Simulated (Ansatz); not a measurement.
HgO, multiplicity 3 (lowest of 2S+1 = 1, 3 at CCSD(T)/def2-TZVPP on PBE0 minima; our sources give no spin for the ground state, which may be another), most abundant isotopes (201.9706 and 15.9949 u). Constants from fifth-degree fits in 1/R to seven points on the lowest solution found; no spin–orbit coupling, no relativity up to Kr; ω_e x_e and α_e move by some per cent with the fit.

Correlated levels freeze the inner cores; with def2 sets outer-core shells near the valence are correlated too. CBS(a, b) extrapolates the correlation energy as X⁻³ and adds the Hartree–Fock energy of set b.

Codes used: Ansatz (Gaussian basis) for Hartree–Fock, density functionals and correlated methods. Each number belongs to the level named beside it. In def2 rows elements past Kr take small-core potentials, without spin–orbit coupling.

```csv
level,r_e (Å),ω_e (cm⁻¹),ω_e x_e (cm⁻¹),α_e (cm⁻¹)
PBE/def2-TZVPP,2.1838,307.9,4.89,0.00390
"CCSD(T)/CBS(def2-TZVPP, def2-QZVPP)",2.1529,299.1,12.4,0.00641
```

Task: Derive the rotational constants, the centrifugal constant, the fundamental, the zero-point energy and the force constant.

Result: 
μ = 14.82116 u.
- PBE/def2-TZVPP: B_e = 16.8576/(μ r_e²) = 0.23849 cm⁻¹; B₀ = B_e − α_e/2 = 0.23654 cm⁻¹; D = 4B_e³/ω_e² = 5.73e-07 cm⁻¹; fundamental ω_e − 2ω_e x_e = 298 cm⁻¹; zero-point energy ω_e/2 − ω_e x_e/4 = 153 cm⁻¹; k = μ(2πcω_e)² = 82.8 N/m
- CCSD(T)/CBS(def2-TZVPP, def2-QZVPP): B_e = 16.8576/(μ r_e²) = 0.24540 cm⁻¹; B₀ = B_e − α_e/2 = 0.24220 cm⁻¹; D = 4B_e³/ω_e² = 6.61e-07 cm⁻¹; fundamental ω_e − 2ω_e x_e = 274 cm⁻¹; zero-point energy ω_e/2 − ω_e x_e/4 = 146 cm⁻¹; k = μ(2πcω_e)² = 78.1 N/m

Ansatz is a first-principles code.
